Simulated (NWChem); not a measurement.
System: CH$_{5}$BO$_{2}$; SMILES COBO

```xyz
9

B     -0.6492     0.7139     0.0000
H     -1.7242     1.2724     0.0000
O      0.5257     1.4016     0.0000
H      0.3919     2.3525     0.0000
O     -0.6550    -0.6347     0.0000
C      0.5204    -1.4065     0.0000
H      0.5310    -2.0537     0.8912
H      0.5310    -2.0537    -0.8912
H      1.4276    -0.7835     0.0000
```
Atoms are numbered in this order, from 1.

Results from NWChem. Geometry: optimised at PBE0/def2-SVP. Ions are spin-unrestricted doublets at the neutral geometry; other ion states weren't tried.

What does the run give for CAM-B3LYP/def2-SVP? Quantities: −ε(HOMO) (eV).

The −ε(HOMO) (eV) is 9.81.
